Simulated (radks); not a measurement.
Neutral argon inside a hard spherical wall (all orbitals vanish at R), configuration held at [Ar] and not refilled when levels cross. Calculated with a radial shooting solver on a logarithmic mesh with Libxc functionals: scalar-relativistic Kohn-Sham, r2SCAN, spin-polarised, spherical densities, finite nucleus; meta-GGA in the generalised Kohn-Sham scheme; Fermi nuclear charge, rms radius 3.4274 fm. Eigenvalues in eV for spin up, with the zero of energy where the potential of the charges vanishes at infinity; a dash marks a level that is unbound or too diffuse for the functional's potential to be trusted. A positive occupied level is held by the wall or, in an anion where self-interaction has pushed it up, behind a barrier. The pressure on the wall is -dE/dV.

R (bohr)  E (hartree)  kinetic (hartree)    e(2s)    e(2p)    e(3s)    e(3p)  e(4s, empty)  e(4p, empty)  pressure (GPa)
free       -529.40910            532.193  -302.58  -233.24  -25.398  -10.711             -             -               0
15         -529.40910            532.193  -302.58  -233.24  -25.398  -10.711             -             -        < 0.0001
12         -529.40910            532.193  -302.58  -233.24  -25.398  -10.711         0.573         1.690        < 0.0001
6          -529.40652            532.219  -302.42  -233.08  -25.278  -10.591         4.552         8.523           0.305
5          -529.39311            532.323  -301.88  -232.54  -24.892  -10.189         8.316        13.870            2.76
4          -529.30586            532.872  -299.61  -230.25  -23.365   -8.520        17.836        25.758            28.8
3          -528.67607            535.919  -290.36  -220.89  -17.130   -1.400        47.995        59.137             390
2.5        -527.33337            541.197  -278.02  -208.33   -7.841    9.216        87.693        100.24            1670
